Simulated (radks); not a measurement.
Ni VII, 22 electrons, occupied as [Ar] 3d4. Calculated with a radial shooting solver on a logarithmic mesh with Libxc functionals: non-relativistic Kohn-Sham, PBE, spin-polarised, spherical densities, point nucleus; open shells are filled with parallel spins first.

X-ray form factor f0, the Fourier transform of the density (f0(0) = 22):

| sin(theta)/lambda (1/angstrom) | f0 (electrons) |
|---|---|
| 0.05 | 21.851 |
| 0.1 | 21.412 |
| 0.15 | 20.715 |
| 0.2 | 19.804 |
| 0.25 | 18.732 |
| 0.3 | 17.559 |
| 0.4 | 15.123 |
| 0.5 | 12.850 |
| 0.6 | 10.941 |
| 0.8 | 8.341 |
| 1 | 6.934 |
| 1.25 | 5.914 |
| 1.5 | 5.107 |
| 2 | 3.624 |
